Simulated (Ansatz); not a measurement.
Relaxed structures of BNH₄Te, singlet (PBE0-D4/def2-TZVP; forces vanish, vibrations not checked; lower isomers may exist, and structures with a doubtful reference or unclear bonds are left out; Å). Program: Ansatz 0.2.0. Basis: def2-TZVPP. Cores are frozen in the correlated methods. Filled d shells of the heavier atoms are correlated. Core potentials replace the inner electrons of the atoms past krypton. The def2 sets are not built for correlating such inner shells, so the correlated values are less sure here.

(1) Rank them by CCSD(T) energy, lowest first, and give each one's height above the lowest. Links in brackets join atoms within 1.22 times the sum of their covalent radii (1.1 for two metals). (To be estimated.)
A.
BNH₄Te ([BH2][Te][NH2])
```
7
angstrom
B -1.0264 0.1175 -1.2382
Te 0.3567 1.1519 -0.0704
N 0.8853 -0.3779 1.1805
H -1.2409 -1.0296 -1.0061
H -1.5578 0.7346 -2.1101
H 0.6944 -0.0867 2.1332
H 1.8887 -0.5098 1.1111
```
B.
BNH₄Te ([BH][TeH][NH2])
```
7
angstrom
B -1.1189 0.3727 -1.5298
Te -0.2525 0.8321 0.3958
N 1.0894 -0.1923 1.6485
H -1.2594 -0.7552 -1.9287
H 0.8908 1.7638 -0.3805
H 1.5452 0.4631 2.2783
H 1.8119 -0.6456 1.0989
```
C.
BNH₄Te ([BH3][Te][NH])
```
7
angstrom
B -1.1385 0.3013 -1.2197
Te 0.5038 0.9285 0.0591
N 0.7458 -0.4279 1.3420
H -1.4589 -0.8225 -0.9569
H -0.7341 0.5642 -2.3312
H 1.4557 -0.0956 2.0031
H -1.9033 1.1879 -0.8502
```
D.
a complex of BHTe ([BH][Te]) + NH₃
```
7
angstrom
B -1.5744 1.0833 -2.2895
Te -0.5258 0.4644 -0.7892
N 1.3532 -0.7193 1.9298
H 1.1191 -1.6823 2.1382
H -2.2159 1.4600 -3.2065
H 1.1866 -0.1827 2.7723
H 2.3489 -0.6871 1.7476
```

T1 diagnostic: at most 0.018. The restricted Hartree–Fock reference is unstable towards an unrestricted one at one or more of these structures.

Answers

(1) By the calculation: D (0.00 kcal/mol), A (3.22 kcal/mol), C (48.76 kcal/mol), B (84.53 kcal/mol). Heights count from the lowest.

For scale, one of the runs: CCSD(T)/def2-TZVPP, 168 basis functions, launched by `ansatz run in.yaml --threads 2 --pin off --events-out ev --progress --plain --max-ram 4352MiB`. Time: 61 s of wall clock on 2 CPU threads of an Arm Neoverse V2; the host was shared. Peak host memory: 1.6 GiB.
